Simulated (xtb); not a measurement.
xtb input:

```bash
xtb mol.xyz --gfn 2 --ohess tight --chrg 1 --uhf 0
```
mol.xyz:
```
11

B     -0.14497094     0.09185635     0.01068901
N      1.28211158    -0.16494137    -0.52001511
N     -1.01256212    -1.04339669     0.53700692
N     -0.65922333     1.50634256     0.04951630
H      1.66096098     0.71850189    -0.81109341
H      1.80966418    -0.55958902     0.24939658
H     -0.48444078    -1.45229789     1.31351071
H     -1.11853208    -1.71573625    -0.22129861
H     -0.95766489     1.77289023     1.03049960
H     -1.55217303     1.56130291    -0.54645901
H      1.18931418    -0.83255960    -1.27359618
```

Question: What final total energy does it print?

Answer: -13.21857 Eh (GFN2-xTB).

It need not be the lowest isomer of its formula.
